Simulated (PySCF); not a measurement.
In(F)2(SeH) (F₂HInSe), SMILES [F][In]([F])[SeH]. Geometry optimised at PBE-D3(BJ)/def2-SVP. The structure was generated by enumeration; whether it is a known compound was not checked. The def2 effective core potentials stand for the cores of In; spin–orbit coupling is left out. The values are those of a single conformer.

### Question
Give the equilibrium geometry at PBE-D3(BJ)/def2-SVP (PySCF confirms it by a frequency run) as bond lengths and angles, and its point group. (Estimate from the structure and the level; the computed values follow.)

### Answer
Several could match; the one computed here: point group Cs.
Atoms: In1 F2 F3 Se4 H5. Bonded distances (Å): In1–F2 1.969, In1–F3 1.972, In1–Se4 2.505, Se4–H5 1.488. Angles (°): F2–In1–F3 113.8, F2–In1–Se4 123.9, F3–In1–Se4 122.3, In1–Se4–H5 88.7.
Charge 0, spin multiplicity 1.
